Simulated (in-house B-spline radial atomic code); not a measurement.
Results of a calculation; reference values are marked as such.
# Making a Troullier-Martins s channel for B, r_c = 2.13 bohr

B, [He] 2s2 2p1, non-relativistic PBE, spherical and spin-unpolarised, from an all-electron radial atomic-structure program (B-spline basis) (atomic units). The all-electron 2s level is ε = -0.346865 hartree, its outermost node lies just inside 0.47 bohr and its outer maximum at 1.52 bohr.

Inside r_c the pseudo-orbital is u(r) = r^1 exp(p(r)), with p = c0 + c2 r² + c4 r⁴ + … + c12 r¹². The seven coefficients follow from p and its first four derivatives at r_c, from zero curvature of the screened potential at the origin, c4 = −c2²/(2l + 5), and from the norm inside r_c. At r_c the all-electron orbital has P = 0.6363275, P' = -0.2610565, the screened potential V = -0.4641021, V' = 0.4419824, V'' = -0.5602299, and the norm inside is Q = 0.6465818.

(1) What are p, p' and p'' at r_c?

For a trial c2 the five matching conditions are linear in c0, c6, c8, c10 and c12, and c2 is varied until the norm inside r_c equals Q. The root nearest zero gives:

```
 n            c_n
 0     -0.5117464
 2    -0.01557056
 4  -4.848844e-05
 6    -0.03565721
 8     0.01196925
10       -0.00158
12   7.694458e-05
```

(2) Check c4 and p(r_c), and find the screened pseudopotential at the origin.

Orbitals and screened potentials:

| r (bohr) | P | u | V all-electron | V pseudo |
| --- | --- | --- | --- | --- |
| 0.213 | -0.2937 | 0.1276 | -17.02 | -0.3951 |
| 0.532 | 0.1016 | 0.3173 | -4.762 | -0.4442 |
| 0.852 | 0.4766 | 0.4996 | -2.168 | -0.6421 |
| 1.172 | 0.6775 | 0.6495 | -1.38 | -0.9312 |
| 1.491 | 0.7363 | 0.7239 | -0.918 | -1.003 |
| 1.81 | 0.7083 | 0.7075 | -0.6402 | -0.7196 |
| 2.13 | 0.6363 | 0.6363 | -0.4641 | -0.4641 |

Logarithmic derivatives P'/P at R = 2.43 bohr, for energies E around ε:

```json
{"E − ε (hartree)": "-0.5", "all-electron": "0.742667", "pseudo": "0.737023"}
{"E − ε (hartree)": "-0.25", "all-electron": "0.304131", "pseudo": "0.300797"}
{"E − ε (hartree)": "-0.1", "all-electron": "-0.104398", "pseudo": "-0.105426"}
{"E − ε (hartree)": "0", "all-electron": "-0.509963", "pseudo": "-0.509962"}
{"E − ε (hartree)": "0.1", "all-electron": "-1.14244", "pseudo": "-1.14587"}
{"E − ε (hartree)": "0.25", "all-electron": "-3.46728", "pseudo": "-3.56594"}
{"E − ε (hartree)": "0.5", "all-electron": "8.34127", "pseudo": "7.17256"}
```

(3) With P(R) = 0.5537467 and a norm of 0.7531607 inside R, what slope in energy does norm conservation fix?

Results:

(1) p = ln(P/r_c^1) = ln(0.6363275/2.13) = -1.20816. p' = P'/P − 1/r_c = -0.41025 − 0.46948 = -0.87974. The radial equation gives p'' = 2(V − ε) − 2(1) p'/r_c − p'² = -0.23447 − (-0.82605) − 0.77394 = -0.18237. Differentiating, p''' = 2V' + 2(1)p'/r_c² − 2(1)p''/r_c − 2p'p'' = 0.34652, and p'''' = 2V'' − 4(1)p'/r_c³ + 4(1)p''/r_c² − 2(1)p'''/r_c − 2p''² − 2p'p''' = -0.6993.

(2) −c2²/5 = -4.84884e-05, as listed. The terms c_n r_c^n are -0.51175, -0.07064, -0.00100, -3.32985, 5.07112, -3.03706, 0.67102, which sum to -1.20816. Inverting the radial equation, V_l(r) = ε + 1 p'/r + (p'' + p'²)/2, so V_l(0) = ε + (2l + 3) c2 = -0.346865 + 3 × (-0.0155706) = -0.3936 hartree, finite where the all-electron potential diverges.

(3) d(P'/P)/dE = −2 × (norm inside R)/P(R)² = -4.9124 per hartree·bohr at E = ε, for both atoms, since orbital and norm agree at R. Differences over ±0.1 hartree give -5.1902 (all-electron) and -5.2022 (pseudo), which also hold third-order terms. Half a hartree below ε the two curves differ by -0.0056.
